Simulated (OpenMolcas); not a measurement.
**neutral lithium: effect of the basis set**

```json
{
  "Program": "OpenMolcas",
  "Method": "CASSCF",
  "Active space": "1 electron in 4 orbitals (2s 2p)",
  "State averaging": "2S+1 = 2 even, 1 root; 2S+1 = 2 odd, 3 roots",
  "Spin-orbit coupling": "RASSI with atomic mean-field integrals over the reference wave functions, term energies averaged over their components"
}
```

A. ANO-R3 [4s2p], X2C, finite nucleus; cost roughly 6 core-seconds
B. ANO-R2 [4s2p], X2C, finite nucleus; cost about 4 core-seconds
C. ANO-RCC-VDZP [3s2p1d], DKH2, point nucleus; cost of the order of 8 core-seconds
D. ANO-L-VTZP [4s3p2d1f], non-relativistic, point nucleus; cost roughly 17 core-seconds
E. ANO-RCC-VTZP [4s3p2d1f], DKH2, point nucleus; cost about 4 core-seconds
F. ANO-RCC-VQZP [5s4p3d2f1g], DKH2, point nucleus; cost of the order of 9 core-seconds

Energies in cm-1 above 2s 2S 1/2, the measured ground level; measured values from NIST Handbook of Basic Atomic Spectroscopic Data.

```json
{"Level": "2s 2S 1/2", "A": "0.0", "B": "0.0", "C": "0.0", "D": "0.0", "E": "0.0", "F": "0.0", "Measured": "0.0"}
{"Level": "2p 2P* 1/2", "A": "24950", "B": "24950", "C": "14898", "D": "14877", "E": "14851", "F": "14850", "Measured": "14904"}
{"Level": "2p 2P* 3/2", "A": "24951", "B": "24951", "C": "14898", "D": "14877", "E": "14851", "F": "14850", "Measured": "14904"}
```

Deviations, from unrounded energies. A percentage is the sum of absolute deviations over the sum of measured energies, with the sign that they share, or ± where signs differ.

```
           Against measurement  Levels      A      B     C     D     E     F
mean absolute deviation (cm-1)       2  10000  10000   5.8    27    53    54
      other configurations (%)       2  +67.4  +67.4  -0.0  -0.2  -0.4  -0.4
```

C lies closest to measurement on these levels and B furthest from it. The largest miss of C in the table is 2p 2P* 3/2, by -6 cm-1. The ranking rests on the paired levels alone, and a cruder setting can come out closer through cancelling errors.

Among A to F the level of the table that moves most is 2p 2P* 3/2, by 10000 cm-1 (lowest in F, highest in B).

ANO sets are built for ground and valence states and can reach diffuse excited orbitals poorly. With one active electron the reference holds no correlation, so core polarisation is missing. The ANO-R sets hold no well-fitted valence p shell for this element, so s → p excitations can come out far too high (holds for A; B). Computed and measured levels are paired by configuration, term and J; levels that our copy of the source lacks, or whose pairing is in doubt (as where it misses far off the trend of its configuration), stay unpaired and out of the deviations. Only configurations of the active space appear.

* marks odd parity.
